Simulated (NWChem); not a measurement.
System: WN2H4O2; SMILES [W](=[O])([NH2])([OH])=[NH]

The following NWChem deck was run.

```
start job
memory heap 200 mb stack 900 mb global 1100 mb
geometry units angstroms noautoz
  W     -0.035084    -0.009686     0.073367
  O      0.228438    -0.158670     1.757722
  N      1.457181    -0.095431    -0.850163
  H      2.469652    -0.186911    -0.834186
  O     -0.906892     1.643258    -0.275000
  H     -0.666739     2.272045    -0.962422
  N     -1.100140    -1.523915    -0.525567
  H     -1.813918    -1.959196     0.052985
  H     -0.913606    -2.080118    -1.353578
end
basis spherical
  W library def2-svp
  O library def2-svp
  N library def2-svp
  H library def2-svp
end
ecp
  W library def2-ecp
end
dft
  xc r2scan
  grid coarse
  iterations 150
  mulliken
end
task dft gradient
```

Excerpt of the output:

```
             Northwest Computational Chemistry Package (NWChem) 7.3.0
             --------------------------------------------------------

 C1  symmetry detected

                             Geometry "geometry" -> ""
                             -------------------------

 Output coordinates in angstroms (scale by  1.889725989 to convert to a.u.)

  No.       Tag          Charge          X              Y              Z
 ---- ---------------- ---------- -------------- -------------- --------------
    1 W                   74.0000     0.03308626    -0.01284464    -0.02038506
    2 O                    8.0000     0.85470460     0.01691572    -1.52130127
    3 N                    7.0000     1.13060180     0.08451989     1.34822537
    4 H                    1.0000     2.09290636     0.14173718     1.67136233
    5 O                    8.0000    -0.99100395    -1.61017329     0.09542963
    6 H                    1.0000    -1.02931674    -2.20010601     0.85444681
    7 N                    7.0000    -1.08982991     1.57121828     0.10515228
    8 H                    1.0000    -1.54369522     1.99071257    -0.70212824
    9 H                    1.0000    -1.16328617     2.17405267     0.91814293

 Effective nuclear repulsion energy (a.u.)     793.4764690308

                                 NWChem DFT Module
                                 -----------------

 Summary of "ao basis" -> "ao basis" (spherical)
 ------------------------------------------------------------------------------
       Tag                 Description            Shells   Functions and Types
 ---------------- ------------------------------  ------  ---------------------
 W                          def2-svp                12       32   6s3p2d1f
 O                          def2-svp                 6       14   3s2p1d
 N                          def2-svp                 6       14   3s2p1d
 H                          def2-svp                 3        5   2s1p

            General Information
            -------------------
          SCF calculation type: DFT
          Wavefunction type:  closed shell.
          No. of atoms     :     9
          No. of electrons :    48
           Alpha electrons :    24
            Beta electrons :    24
          Charge           :     0
          Spin multiplicity:     1
          Use of symmetry is: off; symmetry adaption is: off
          Maximum number of iterations: 150
          AO basis - number of functions:   108
                     number of shells:    48
          Convergence on energy requested:  1.00D-06
          Convergence on density requested:  1.00D-05
          Convergence on gradient requested:  5.00D-04

              XC Information
              --------------
                      r^2SCAN Method XC Functional
               r^2SCAN metaGGA Exchange Functional  1.000
                     r^2SCAN Correlation Potential  1.000

             Grid Information
             ----------------
          Grid used for XC integration:  coarse
          Radial quadrature: Mura-Knowles
          Angular quadrature: Lebedev.
          Tag              B.-S. Rad. Rad. Pts. Rad. Cut. Ang. Pts.
          ---              ---------- --------- --------- ---------
          W                   1.35      104           8.0       302
          O                   0.60       35          10.0       302
          N                   0.65       35          10.0       302
          H                   0.35       35          11.0       302
          Grid pruning is: on
          Number of quadrature shells:   384
          Spatial weights used:  Erf1

      Superposition of Atomic Density Guess
      -------------------------------------

 Sum of atomic energies:        -333.04440344

      Non-variational initial energy
      ------------------------------

 Total energy =    -326.906104
 1-e energy   =    -909.306588
 2-e energy   =     359.817709
 HOMO         =      -0.356664
 LUMO         =      -0.005289

     ---------------------------------------------
      Total Density - Mulliken Population Analysis
     ---------------------------------------------

    Atom       Charge   Shell Charges
 -----------   ------   -------------------------------------------------------
    1 W   14    11.29   0.04 -0.35  1.80  0.54  0.35  0.06  5.49  0.57  0.15  2.09  0.38  0.16
    2 O    8     9.09   1.99  1.16  0.74  3.18  2.01  0.01
    3 N    7     8.06   1.99  1.09  0.57  2.64  1.76  0.01
    4 H    1     0.75   0.59  0.12  0.04
    5 O    8     8.84   1.99  1.10  0.67  3.10  1.98  0.00
    6 H    1     0.64   0.52  0.06  0.06
    7 N    7     7.85   1.99  1.03  0.50  2.59  1.75  0.01
    8 H    1     0.74   0.58  0.11  0.04
    9 H    1     0.74   0.58  0.11  0.04

   convergence    iter        energy       DeltaE   RMS-Dens  Diis-err
 ---------------- ----- ----------------- --------- --------- ---------
 d= 0,ls=0.0,diis     1   -328.8963817131 -5.51D+02  4.85D-02  3.45D+00
 d= 0,ls=0.0,diis     2   -321.9338229814  6.96D+00  4.19D-02  5.54D+01
 d= 0,ls=0.0,diis     3   -329.0742490264 -7.14D+00  1.07D-02  2.16D+00
 d= 0,ls=0.0,diis     4   -329.2398904626 -1.66D-01  5.68D-03  6.47D-01
 d= 0,ls=0.0,diis     5   -329.2745077397 -3.46D-02  3.10D-03  2.94D-01
  Resetting Diis
 d= 0,ls=0.0,diis     6   -329.3084656077 -3.40D-02  6.10D-04  1.15D-02
 d= 0,ls=0.0,diis     7   -329.3094464834 -9.81D-04  9.66D-04  2.57D-03
 d= 0,ls=0.0,diis     8   -329.3072822376  2.16D-03  7.69D-04  2.33D-02
 d= 0,ls=0.0,diis     9   -329.3096353508 -2.35D-03  1.67D-04  8.71D-04
 d= 0,ls=0.0,diis    10   -329.3097239530 -8.86D-05  3.89D-05  5.58D-05
 d= 0,ls=0.0,diis    11   -329.3097297865 -5.83D-06  9.74D-06  1.10D-06
 d= 0,ls=0.0,diis    12   -329.3097297820  4.44D-09  6.11D-06  1.10D-06

         Total DFT energy =     -329.309729782027
      One electron energy =     -914.615385440602
           Coulomb energy =      402.679382084664
    Exchange-Corr. energy =      -39.956501456638
 Nuclear repulsion energy =      222.582775030549

 Numeric. integr. density =       48.000000164718

                       DFT Final Molecular Orbital Analysis
                       ------------------------------------

 Vector   22  Occ=2.000000D+00  E=-2.735686D-01
              MO Center=  3.6D-01,  2.1D-01,  8.6D-02, r^2= 3.6D+00
   Bfn.  Coefficient  Atom+Function         Bfn.  Coefficient  Atom+Function
  ----- ------------  ---------------      ----- ------------  ---------------
    51      0.321687  3 N  py                37     -0.256263  2 O  py
    54     -0.244180  3 N  py                88      0.216193  7 N  px
    91     -0.195759  7 N  px                 8      0.194352  1 W  py
    40     -0.189343  2 O  py                70      0.164659  5 O  py
    38     -0.155155  2 O  pz                16     -0.148451  1 W  d -2

 Vector   23  Occ=2.000000D+00  E=-2.527736D-01
              MO Center=  2.7D-01,  1.4D-01,  2.9D-01, r^2= 3.7D+00
   Bfn.  Coefficient  Atom+Function         Bfn.  Coefficient  Atom+Function
  ----- ------------  ---------------      ----- ------------  ---------------
    36      0.274288  2 O  px                52     -0.253919  3 N  pz
    51      0.207465  3 N  py                39      0.200464  2 O  px
    88     -0.200322  7 N  px                69     -0.199253  5 O  px
    55      0.182308  3 N  pz                50      0.173402  3 N  px
    54     -0.166270  3 N  py                89     -0.164115  7 N  py

 Vector   24  Occ=2.000000D+00  E=-2.427895D-01
              MO Center=  9.3D-02,  6.6D-01,  3.7D-01, r^2= 3.6D+00
   Bfn.  Coefficient  Atom+Function         Bfn.  Coefficient  Atom+Function
  ----- ------------  ---------------      ----- ------------  ---------------
    88     -0.297524  7 N  px                52      0.295307  3 N  pz
    91      0.240572  7 N  px                55     -0.224895  3 N  pz
    89     -0.217881  7 N  py                92      0.195921  7 N  py
    50     -0.179864  3 N  px                36     -0.160999  2 O  px
    38      0.150448  2 O  pz                37     -0.147521  2 O  py

 Vector   25  Occ=0.000000D+00  E=-5.420184D-02
              MO Center=  2.4D-01,  7.8D-02,  1.3D-01, r^2= 2.5D+00
   Bfn.  Coefficient  Atom+Function         Bfn.  Coefficient  Atom+Function
  ----- ------------  ---------------      ----- ------------  ---------------
    17      0.779801  1 W  d -1              54     -0.316941  3 N  py
    51      0.302273  3 N  py                37      0.248829  2 O  py
    40      0.219342  2 O  py                20     -0.209300  1 W  d  2
   100      0.176537  8 H  s                105     -0.176891  9 H  s
    16      0.152843  1 W  d -2              68     -0.121383  5 O  s

[...]

                         DFT ENERGY GRADIENTS

    atom               coordinates                        gradient
                 x          y          z           x          y          z
   1 W       0.062524  -0.024273  -0.038522    0.009183   0.001257  -0.003423
   2 O       1.615157   0.031966  -2.874843   -0.006728  -0.000088   0.012755
   3 N       2.136528   0.159719   2.547777   -0.005321  -0.000717  -0.008839
   4 H       3.955020   0.267844   3.158417   -0.001793   0.000053  -0.000322
   5 O      -1.872726  -3.042786   0.180336    0.001911   0.001621   0.002440
   6 H      -1.945127  -4.157598   1.614670    0.000076   0.001660  -0.002365
   7 N      -2.059480   2.969172   0.198709    0.001577  -0.001708  -0.000206
   8 H      -2.917161   3.761901  -1.326830    0.000762  -0.000921   0.000985
   9 H      -2.198292   4.108364   1.735039    0.000333  -0.001156  -0.001024
```

Level: r2SCAN/def2-SVP with def2 effective core potentials on W. Geometry: optimised at PBE0/def2-SVP. Not confirmed as a minimum by frequencies. def2 effective core potentials on W; no spin-orbit coupling.
